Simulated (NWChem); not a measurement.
System: C$_{3}$H$_{3}$F; SMILES C(=C=C)F

NWChem input:

```
start job
memory heap 200 mb stack 900 mb global 1100 mb
geometry units angstroms noautosym nocenter noautoz
  C      0.228373     1.866093     0.000000
  C     -0.111705     0.603638     0.000000
  C     -0.497986    -0.647535     0.000000
  F      0.350587    -1.678535     0.000000
  H      0.379108     2.418083    -0.935400
  H      0.379108     2.418083     0.935400
  H     -1.549143    -0.953745     0.000000
end
basis spherical
  * library def2-svpd
end
dft
  xc xcamb88 1.00 lyp 0.81 vwn_5 0.19 hfexch 1.00
  cam 0.33 cam_alpha 0.19 cam_beta 0.46
  iterations 150
end
property
  response 1 0.0
end
task dft property
```

Excerpt of the output:

```
             Northwest Computational Chemistry Package (NWChem) 7.3.0
             --------------------------------------------------------

                             Geometry "geometry" -> ""
                             -------------------------

 Output coordinates in angstroms (scale by  1.889725989 to convert to a.u.)

  No.       Tag          Charge          X              Y              Z
 ---- ---------------- ---------- -------------- -------------- --------------
    1 C                    6.0000     0.22837300     1.86609300     0.00000000
    2 C                    6.0000    -0.11170500     0.60363800     0.00000000
    3 C                    6.0000    -0.49798600    -0.64753500     0.00000000
    4 F                    9.0000     0.35058700    -1.67853500     0.00000000
    5 H                    1.0000     0.37910800     2.41808300    -0.93540000
    6 H                    1.0000     0.37910800     2.41808300     0.93540000
    7 H                    1.0000    -1.54914300    -0.95374500     0.00000000

 Effective nuclear repulsion energy (a.u.)      99.3628492284

                              NWChem Property Module
                              ----------------------

                                 NWChem DFT Module
                                 -----------------

 Summary of "ao basis" -> "ao basis" (spherical)
 ------------------------------------------------------------------------------
       Tag                 Description            Shells   Functions and Types
 ---------------- ------------------------------  ------  ---------------------
 C                         def2-svpd                 8       20   4s2p2d
 F                         def2-svpd                 9       23   4s3p2d
 H                         def2-svpd                 4        8   2s2p

            General Information
            -------------------
          SCF calculation type: DFT
          Wavefunction type:  closed shell.
          No. of atoms     :     7
          No. of electrons :    30
           Alpha electrons :    15
            Beta electrons :    15
          Charge           :     0
          Spin multiplicity:     1
          Use of symmetry is: off; symmetry adaption is: off
          Maximum number of iterations: 150
          AO basis - number of functions:   107
                     number of shells:    45
          Convergence on energy requested:  1.00D-06
          Convergence on density requested:  1.00D-05
          Convergence on gradient requested:  5.00D-04

              XC Information
              --------------
                     Hartree-Fock (Exact) Exchange  1.000
                   CAM-Becke88 Exchange Functional  1.000
                      VWN V Correlation Functional  0.190 local
              Lee-Yang-Parr Correlation Functional  0.810

           Range-Separation Parameters
           ---------------------------
           Alpha           :  0.19
           Beta            :  0.46
           Gamma           :  0.33
           Short-Range HF  :     F

             Grid Information
             ----------------
          Grid used for XC integration:  medium
          Radial quadrature: Mura-Knowles
          Angular quadrature: Lebedev.
          Tag              B.-S. Rad. Rad. Pts. Rad. Cut. Ang. Pts.
          ---              ---------- --------- --------- ---------
          C                   0.70       49          11.0       434
          F                   0.50       49          12.0       434
          H                   0.35       45          12.0       434
          Grid pruning is: on
          Number of quadrature shells:   331
          Spatial weights used:  Erf1

      Superposition of Atomic Density Guess
      -------------------------------------

 Sum of atomic energies:        -213.67023742

      Non-variational initial energy
      ------------------------------

 Total energy =    -215.582173
 1-e energy   =    -488.121098
 2-e energy   =     173.176076
 HOMO         =      -0.272682
 LUMO         =      -0.023385

   convergence    iter        energy       DeltaE   RMS-Dens  Diis-err
 ---------------- ----- ----------------- --------- --------- ---------
 d= 0,ls=0.0,diis     1   -215.5836273623 -3.15D+02  2.34D-02  5.07D-01
 d= 0,ls=0.0,diis     2   -215.6101997743 -2.66D-02  4.84D-03  3.55D-01
 d= 0,ls=0.0,diis     3   -215.6403260342 -3.01D-02  1.43D-03  2.39D-02
 d= 0,ls=0.0,diis     4   -215.6424100634 -2.08D-03  3.07D-04  1.14D-03
 d= 0,ls=0.0,diis     5   -215.6425174455 -1.07D-04  1.09D-04  9.36D-05
  Resetting Diis
 d= 0,ls=0.0,diis     6   -215.6425266800 -9.23D-06  4.21D-05  1.32D-05
 d= 0,ls=0.0,diis     7   -215.6425284545 -1.77D-06  1.19D-05  3.57D-07
 d= 0,ls=0.0,diis     8   -215.6425284615 -6.99D-09  5.45D-06  3.67D-07

         Total DFT energy =     -215.642528461527
      One electron energy =     -490.666077035674
           Coulomb energy =      203.278432161287
    Exchange-Corr. energy =      -27.617732815571
 Nuclear repulsion energy =       99.362849228431

 Numeric. integr. density =       30.000002446770

                       DFT Final Molecular Orbital Analysis
                       ------------------------------------

 Vector   13  Occ=2.000000D+00  E=-4.635597D-01
              MO Center= -9.1D-02, -1.2D+00,  3.5D-10, r^2= 1.6D+00
   Bfn.  Coefficient  Atom+Function         Bfn.  Coefficient  Atom+Function
  ----- ------------  ---------------      ----- ------------  ---------------
    65      0.459204  4 F  px                66      0.329188  4 F  py
    68     -0.298105  4 F  px               100     -0.258139  7 H  s
     3     -0.222602  1 C  s                 69     -0.218332  4 F  py
    45      0.215078  3 C  px                26     -0.193342  2 C  py
   101     -0.154188  7 H  s                 46      0.136601  3 C  py

 Vector   14  Occ=2.000000D+00  E=-3.623938D-01
              MO Center=  1.8D-02,  1.1D+00, -7.0D-10, r^2= 1.8D+00
   Bfn.  Coefficient  Atom+Function         Bfn.  Coefficient  Atom+Function
  ----- ------------  ---------------      ----- ------------  ---------------
     5      0.406505  1 C  px                25      0.396476  2 C  px
    28      0.210915  2 C  px                 8      0.182282  1 C  px
   100      0.118262  7 H  s                  6     -0.113847  1 C  py
    66      0.098020  4 F  py                26     -0.092814  2 C  py
    29     -0.084602  2 C  py                 9     -0.063886  1 C  py

 Vector   15  Occ=2.000000D+00  E=-3.271401D-01
              MO Center= -1.8D-01,  3.6D-02,  5.4D-10, r^2= 2.3D+00
   Bfn.  Coefficient  Atom+Function         Bfn.  Coefficient  Atom+Function
  ----- ------------  ---------------      ----- ------------  ---------------
    47      0.402557  3 C  pz                27      0.389737  2 C  pz
    67      0.276021  4 F  pz                30      0.235508  2 C  pz
    70     -0.191874  4 F  pz                50      0.180694  3 C  pz
    84      0.147493  5 H  s                 92     -0.147493  6 H  s
     7     -0.115887  1 C  pz                37     -0.071821  2 C  d -1

 Vector   16  Occ=0.000000D+00  E= 1.331288D-02
              MO Center= -8.0D-02,  6.8D-01, -3.7D-10, r^2= 4.4D+00
   Bfn.  Coefficient  Atom+Function         Bfn.  Coefficient  Atom+Function
  ----- ------------  ---------------      ----- ------------  ---------------
    44      1.684215  3 C  s                 64     -0.728581  4 F  s
   101     -0.556792  7 H  s                 24     -0.410075  2 C  s
     4      0.372915  1 C  s                  5     -0.363174  1 C  px
    25      0.359619  2 C  px                 3     -0.300166  1 C  s
    43      0.280133  3 C  s                 72     -0.278920  4 F  py

 Vector   17  Occ=0.000000D+00  E= 5.169909D-02
              MO Center=  5.2D-02,  1.6D+00,  3.8D-08, r^2= 8.7D+00
   Bfn.  Coefficient  Atom+Function         Bfn.  Coefficient  Atom+Function
  ----- ------------  ---------------      ----- ------------  ---------------
     4      3.614011  1 C  s                 44      2.435453  3 C  s
    85     -2.312954  5 H  s                 93     -2.312954  6 H  s
    43     -1.662024  3 C  s                 23      1.374527  2 C  s
   101     -1.252689  7 H  s                 64     -1.097799  4 F  s
     9      0.814557  1 C  py                40     -0.783557  2 C  d  2

 Vector   18  Occ=0.000000D+00  E= 5.263909D-02
              MO Center= -2.4D-01,  3.9D-01, -4.0D-08, r^2= 3.7D+00
   Bfn.  Coefficient  Atom+Function         Bfn.  Coefficient  Atom+Function
  ----- ------------  ---------------      ----- ------------  ---------------
    47     -0.429159  3 C  pz                27      0.415132  2 C  pz
    30      0.385809  2 C  pz                50     -0.287164  3 C  pz
    85      0.226193  5 H  s                 93     -0.226193  6 H  s
    67     -0.159940  4 F  pz                84      0.154923  5 H  s
    92     -0.154923  6 H  s                107     -0.139149  7 H  pz

     Multipole analysis of the density
     ---------------------------------

     L   x y z        total         alpha         beta         nuclear
     -   - - -        -----         -----         ----         -------
     0   0 0 0     -0.000000    -15.000000    -15.000000     30.000000

     1   1 0 0     -0.333624     -0.239045     -0.239045      0.144466
     1   0 1 0      0.627860      0.589091      0.589091     -0.550322
     1   0 0 1     -0.000000     -0.000000     -0.000000      0.000000

     2   2 0 0    -17.059391    -18.652279    -18.652279     20.245166
     2   1 1 0      1.962791     -2.771541     -2.771541      7.505874
     2   1 0 1     -0.000000     -0.000000     -0.000000      0.000000
     2   0 2 0    -16.276294   -121.621391   -121.621391    226.966488
     2   0 1 1     -0.000000     -0.000000     -0.000000      0.000000
     2   0 0 2    -17.154194    -11.701682    -11.701682      6.249171

 *** CALLING NEW AORESP DRIVER FOR CLOSED AND OPEN SHELLS ***
 Entering AOResponse driver routine

--------------------------------------------------------------------------------

          -----------------------------------------------
          Solving response equations for perturbing field
          -----------------------------------------------

 number of frequencies:     1
 frequency in a.u.:  0.0000000E+00
 Perturbing field: electric
 Using El. Dipole Length Gauge

 Setting up CPKS with frequency omega =      0.00000000 a.u.

 STATIC response

                                NWChem CPHF Module
                                ------------------

  scftype          =     RHF
  nclosed          =       15
  nopen            =        0
  variables        =     1380
  # of vectors     =        3
  tolerance        = 0.10D-03
  level shift      = 0.00D+00
  max iterations   =       50
  max subspace     =       30

 SCF residual:    1.5970774263106974E-004

Iterative solution of linear equations
  No. of variables     1380
  No. of equations        3
  Maximum subspace       30
        Iterations       50
       Convergence  1.0D-04

   iter   nsub   residual    time
   ----  ------  --------  ---------
     1      3    2.68D+00      43.4
     2      6    2.07D+00      49.2
     3      9    3.80D-01      55.0
     4     12    4.21D-02      60.8
     5     15    1.95D-02      66.5
     6     18    2.79D-03      72.4
     7     21    5.51D-04      78.3
     8     24    4.28D-05      84.3

 Electric Dipole Response Matrix (nonzero elements):

              1        2        3
    1   31.2467   7.9811  -0.0000
    2    7.9811  61.6404   0.0000
    3   -0.0000   0.0000  28.3046

 ------------------------------------------
 average:        40.39725 + I       0.00000

 DFT Linear Response polarizability / au
 Frequency  =       0.0000000 / au
              X              Y              Z
 -----------------------------------------------
 X      31.2467214      7.9810600     -0.0000000
 Y       7.9810981     61.6404262      0.0000000
 Z      -0.0000000      0.0000000     28.3045992
 -----------------------------------------------
 Eigenvalues =      29.2784451     63.6087025     28.3045992
 Isotropic   =      40.3972489
 Anisotropic =      34.8273933
 -----------------------------------------------

 Magnetic Dipole Response Matrix (nonzero elements):

 Exiting AOResponse driver routine
```

Level: CAM-B3LYP/def2-SVPD. Structure relaxed at the PBE0/def2-SVP level.
